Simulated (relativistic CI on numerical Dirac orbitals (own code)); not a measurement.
**Ar IV: calculation against measurement**

Computed by Dirac-Coulomb-Breit CI, orbitals from a KLI potential per configuration, model QED, valence Slater integrals scaled by 0.85, P86 correlation estimate, and configurations built on the next ion tied to the tabulated ionisation energy (semi-empirical) (own radial code, finite nucleus).

Configuration list (outside the closed core [Ne]): 3s²3p³, 3s²3p²3d, 3s²3p²4s, 3s²3p²4p, 3s²3p²4d, 3s²3p²5s, 3s²3p²4f, 3s3p⁴, 3p⁵, 3s²3p3d², 3s3p³3d, 3p³3d², 3s²3p3d4s, 3p⁴3d, 3s²3p3d4p, 3s²3p4s², 3s²3p²5p, 3s3p³4s, 3s3p²3d², 3p⁴4s, 3s²3p4s4p, 3s²3p²5d, 3s²3p²5f, 3s²3p²5g. Levels of other configurations are missing.

```csv
Configuration,Term (tabulated),J,Measured (cm⁻¹),Computed,Error,Purity (%)
3s²3p³,4S°,3/2,0.0,0,0,97
3s²3p³,2D°,3/2,21090.6,20878,-212,95
3s²3p³,2D°,5/2,21219.8,21015,-205,97
3s²3p³,2P°,1/2,34854.6,33518,-1337,96
3s²3p³,2P°,3/2,35032.4,33702,-1331,94
3s3p⁴,4P,5/2,117563.4,120185,2622,85
3s3p⁴,4P,3/2,118515.7,121116,2600,85
3s3p⁴,4P,1/2,119043.1,121633,2590,85
3s3p⁴,2D,3/2,145921.2,147717,1796,71
3s3p⁴,2D,5/2,145999.4,147797,1798,71
3s²3p²3d,2P,3/2,166356.4,164659,-1697,67
3s²3p²3d,2P,1/2,167444.6,165745,-1699,67
3s3p⁴,2S,1/2,177832.5,176432,-1401,72
3s²3p²3d,4F,3/2,180682.5,176939,-3744,97
3s²3p²3d,4F,5/2,181031.8,177274,-3758,96
3s²3p²3d,4F,7/2,181533.3,177761,-3772,96
3s²3p²3d,4F,9/2,182195.6,178416,-3780,97
3s²3p²3d,4D,1/2,187290.4,182115,-5176,97
3s²3p²3d,4D †,3/2,187397.5,182220,-5178,96
3s²3p²3d,4D †,5/2,187821.3,182301,-5521,88
3s²3p²3d,4D †,7/2,188824.5,182430,-6394,85
3s²3p²3d,2G,7/2,207760.7,204642,-3118,97
3s²3p²3d,2G,9/2,207859.3,204717,-3142,97
3s²3p²3d,4P,5/2,220786.8,216488,-4299,83
3s²3p²3d,4P,3/2,221300.9,217041,-4260,83
3s²3p²3d,4P,1/2,221627.4,217364,-4263,83
3s²3p²3d,2D,3/2,224754.4,219527,-5228,92
3s²3p²3d,2D,5/2,226142.8,221056,-5087,94
3s²3p²3d,2D,5/2,238674.0,234656,-4018,76
3s²3p²3d,2D,3/2,239050.0,235065,-3985,75
3s²3p²4s,4P,1/2,250215.2,253191,2976,98
3s²3p²4s,4P,3/2,250902.2,253888,2985,98
3s²3p²4s,4P,5/2,251967.4,254953,2986,98
3s²3p²4s,2P,1/2,256087.8,258846,2758,97
3s²3p²4s,2P,3/2,257343.6,260124,2780,97
3s²3p²4s,2D,5/2,267741.3,271393,3651,98
3s²3p²4s,2D,3/2,267762.0,271418,3656,98
3s²3p²4p,4D°,1/2,285956.2,290523,4567,85
3s²3p²4p,4D°,3/2,286224.5,290854,4630,79
3s²3p²4p,4D° †,5/2,286747.8,291327,4579,62
3s²3p²4p,4D° †,7/2,287550.8,293354,5804,67
3s²3p²4p,4P°,1/2,289122.3,294526,5404,98
3s²3p²4p,4P°,3/2,289233.9,294676,5442,89
3s²3p²4p,4P°,5/2,289830.5,295316,5486,87
3s²3p²4p,2D°,3/2,290251.5,296108,5857,94
3s²3p²4p,2D°,5/2,291663.1,297516,5853,88
3s²3p²4p,4S°,3/2,291744.0,297366,5622,92
3s²3p²4p,2P°,1/2,295670.2,301426,5755,97
3s²3p²4p,2P°,3/2,295802.2,301546,5743,98
3s²3p²4p,2F°,5/2,303665.4,309883,6217,97
3s²3p²4p,2F°,7/2,303989.1,310194,6205,99
```

Measured levels from Saloman, J. Phys. Chem. Ref. Data 39, 033101 (2010); pairs were made by configuration, J and term (by order where the table uses no LS term), so strongly mixed levels may be paired wrongly.

Mean error by configuration (cm⁻¹): 3s²3p³ -771; 3s3p⁴ 1667; 3s²3p²3d -3814; 3s²3p²4s 3113; 3s²3p²4p 5565. Over the excited levels the mean absolute error is 3678 cm⁻¹ (50 of the 54 excited levels that our extract of the source holds in range could be paired, and the others can miss by more), and the median relative error of those above 1,000 cm⁻¹ is 1.9 %. † marks terms whose computed intervals miss the measured ones by more than a factor of 2.5, or configurations far off the rest, from wrong mixing, a near crossing or a doubtful label or measurement; they are left out of the means.
